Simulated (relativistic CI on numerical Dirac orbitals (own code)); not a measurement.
Inner-shell lines of Tm⁶⁰⁺

Computed by Dirac-Coulomb-Breit CI, orbitals from a KLI potential per configuration, a model potential for QED, valence Slater integrals scaled by 0.9 (own radial code, finite nucleus).

Configurations in the expansion: 1s²2s²2p⁵, 1s2s²2p⁶, 1s2s²2p⁵3p, 1s²2s2p⁶, 1s2s2p⁶3p. Levels of other configurations are missing.

The table holds the strongest lines. The upper levels have an inner-shell vacancy. Auger decay, open to those above the ionisation limit, is not computed, and radiative decays to configurations outside the model are missing too. Absolute energies can be off by a few tenths of a per cent, and at this charge the scaling can make term splittings too narrow, so close lines can change order. LS names give the leading component, which can be well under half, for lower levels too. Brackets number the levels in order of energy.

| E (eV) | Upper | Lower | A (s⁻¹) | gA (s⁻¹) |
| --- | --- | --- | --- | --- |
| 50046.2 | 1s2s²2p⁶ ²S1/2 [4] | 1s²2s²2p⁵ ²P°1/2 [2] | 1.33e+16 | 2.66e+16 |
| 51054.8 | 1s2s²2p⁶ ²S1/2 [4] | 1s²2s²2p⁵ ²P°3/2 [1] | 2.37e+16 | 4.74e+16 |
| 57581.6 | 1s2s²2p⁵3p ²P1/2 [7] | 1s²2s²2p⁵ ²P°1/2 [2] | 8.03e+11 | 1.61e+12 |
| 57585.5 | 1s2s²2p⁵3p ²D3/2 [8] | 1s²2s²2p⁵ ²P°1/2 [2] | 1.33e+11 | 5.32e+11 |
| 57880.8 | 1s2s²2p⁵3p ²P3/2 [14] | 1s²2s²2p⁵ ²P°1/2 [2] | 2.63e+11 | 1.05e+12 |
| 57910.8 | 1s2s²2p⁵3p ²S1/2 [15] | 1s²2s²2p⁵ ²P°1/2 [2] | 9.08e+11 | 1.82e+12 |
| 58516.7 | 1s2s2p⁶3p ⁴P°3/2 [23] | 1s²2s2p⁶ ²S1/2 [3] | 1.83e+15 | 7.32e+15 |
| 58520.8 | 1s2s2p⁶3p ⁴P°1/2 [24] | 1s²2s2p⁶ ²S1/2 [3] | 4.99e+14 | 9.99e+14 |
| 58552.3 | 1s2s²2p⁵3p ²D5/2 [5] | 1s²2s²2p⁵ ²P°3/2 [1] | 1.91e+15 | 1.15e+16 |
| 58554.8 | 1s2s²2p⁵3p ⁴P3/2 [6] | 1s²2s²2p⁵ ²P°3/2 [1] | 8.45e+14 | 3.38e+15 |
| 58590.1 | 1s2s²2p⁵3p ²P1/2 [7] | 1s²2s²2p⁵ ²P°3/2 [1] | 2.07e+15 | 4.13e+15 |
| 58594.0 | 1s2s²2p⁵3p ²D3/2 [8] | 1s²2s²2p⁵ ²P°3/2 [1] | 1.00e+15 | 4.00e+15 |
| 58612.3 | 1s2s²2p⁵3p ²D3/2 [16] | 1s²2s²2p⁵ ²P°1/2 [2] | 1.92e+15 | 7.67e+15 |
| 58634.1 | 1s2s2p⁶3p ²P°1/2 [25] | 1s²2s2p⁶ ²S1/2 [3] | 1.48e+15 | 2.96e+15 |
| 58635.1 | 1s2s²2p⁵3p ⁴D1/2 [17] | 1s²2s²2p⁵ ²P°1/2 [2] | 6.98e+13 | 1.40e+14 |
| 58664.9 | 1s2s²2p⁵3p ⁴P1/2 [18] | 1s²2s²2p⁵ ²P°1/2 [2] | 1.88e+15 | 3.75e+15 |
| 58814.3 | 1s2s2p⁶3p ²P°3/2 [27] | 1s²2s2p⁶ ²S1/2 [3] | 2.42e+15 | 9.67e+15 |
| 58820.3 | 1s2s2p⁶3p ²P°1/2 [28] | 1s²2s2p⁶ ²S1/2 [3] | 3.93e+15 | 7.85e+15 |
| 58846.7 | 1s2s²2p⁵3p ²P3/2 [10] | 1s²2s²2p⁵ ²P°3/2 [1] | 2.28e+15 | 9.12e+15 |
| 58851.5 | 1s2s²2p⁵3p ⁴P5/2 [11] | 1s²2s²2p⁵ ²P°3/2 [1] | 1.55e+15 | 9.32e+15 |
| 58865.4 | 1s2s²2p⁵3p ²P1/2 [12] | 1s²2s²2p⁵ ²P°3/2 [1] | 3.42e+15 | 6.83e+15 |
| 58883.9 | 1s2s²2p⁵3p ²D5/2 [13] | 1s²2s²2p⁵ ²P°3/2 [1] | 2.48e+15 | 1.49e+16 |
| 58889.4 | 1s2s²2p⁵3p ²P3/2 [14] | 1s²2s²2p⁵ ²P°3/2 [1] | 1.84e+15 | 7.37e+15 |
| 58910.6 | 1s2s²2p⁵3p ²P3/2 [20] | 1s²2s²2p⁵ ²P°1/2 [2] | 1.68e+15 | 6.74e+15 |
| 58915.2 | 1s2s²2p⁵3p ²P1/2 [21] | 1s²2s²2p⁵ ²P°1/2 [2] | 4.10e+15 | 8.20e+15 |
| 58919.4 | 1s2s²2p⁵3p ²S1/2 [15] | 1s²2s²2p⁵ ²P°3/2 [1] | 6.31e+14 | 1.26e+15 |
| 58926.1 | 1s2s2p⁶3p ²P°3/2 [29] | 1s²2s2p⁶ ²S1/2 [3] | 1.62e+15 | 6.50e+15 |
| 58938.3 | 1s2s²2p⁵3p ²D3/2 [22] | 1s²2s²2p⁵ ²P°1/2 [2] | 2.36e+15 | 9.45e+15 |
| 59620.8 | 1s2s²2p⁵3p ²D3/2 [16] | 1s²2s²2p⁵ ²P°3/2 [1] | 7.37e+10 | 2.95e+11 |
| 59643.7 | 1s2s²2p⁵3p ⁴D1/2 [17] | 1s²2s²2p⁵ ²P°3/2 [1] | 5.80e+11 | 1.16e+12 |
| 59673.5 | 1s2s²2p⁵3p ⁴P1/2 [18] | 1s²2s²2p⁵ ²P°3/2 [1] | 3.60e+12 | 7.20e+12 |
| 59914.2 | 1s2s²2p⁵3p ²D5/2 [19] | 1s²2s²2p⁵ ²P°3/2 [1] | 2.08e+11 | 1.25e+12 |
| 59919.1 | 1s2s²2p⁵3p ²P3/2 [20] | 1s²2s²2p⁵ ²P°3/2 [1] | 2.42e+11 | 9.67e+11 |
| 59923.7 | 1s2s²2p⁵3p ²P1/2 [21] | 1s²2s²2p⁵ ²P°3/2 [1] | 2.02e+10 | 4.04e+10 |
| 59946.8 | 1s2s²2p⁵3p ²D3/2 [22] | 1s²2s²2p⁵ ²P°3/2 [1] | 4.57e+10 | 1.83e+11 |
